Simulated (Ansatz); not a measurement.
Potential energy curve for GeLi (anion, charge -1), lowest singlet found (which spin is the ground state isn't settled by this scan).

Levels of theory: RKS-PBE = restricted PBE/aug-cc-pVDZ (Ansatz, a program for electronic structure); RCCSD(T) = CCSD(T) on RHF/aug-cc-pVDZ, cores with 3d frozen (Ansatz); RKS-B3LYP = restricted B3LYP/aug-cc-pVDZ run with Ansatz; FCI = full CI/aug-cc-pVDZ, cores with 3d frozen in Ansatz.

Cost and accuracy over the 19 points of the scan, with FCI as yardstick. Costs are rough ratios of core time within Ansatz on shared cores, each with its mean field (Kohn-Sham runs search longer for lower solutions than correlated ones do); the miss is the largest error against full CI of the curve after the mean shift, in kJ/mol.

Problem. Which is the cheapest of these levels that stays within 13 kJ/mol of FCI?

Solution. RCCSD(T).

```json
[
 {"level": "RKS-PBE", "relative cost": "1", "largest error": "22.2"},
 {"level": "RCCSD(T)", "relative cost": "1", "largest error": "4.6"},
 {"level": "RKS-B3LYP", "relative cost": "1", "largest error": "27.8"}
]
```

Costs within a factor of two of each other count as equal.

The scan ran from 1.78 to 8.37 Å; beyond the distances shown full CI changes its symmetry label. The restricted form behind RKS-PBE, RKS-B3LYP keeps the bonding electrons paired and can't separate into open-shell fragments. Where the anion isn't bound against loss of the electron, the finite basis alone holds it. The T1 diagnostic of CCSD on the restricted reference of RCCSD(T) exceeds 0.045 at 1.93 to 2.45, 3.12 to 5.41 Å. Also computed but left out beside FCI, since their determinant holds another spin at the minimum (<S²> over 0.7 above the pure value): UHF, UMP2, UCCSD, UCCSD(T), UCCSDT, UCCSDT(Q), UKS-B3LYP, UKS-PBE, UKS-B3LYP/6-31G*, UKS-B3LYP/3-21G, UMP2/6-31G*, UHF/LANL2DZ.
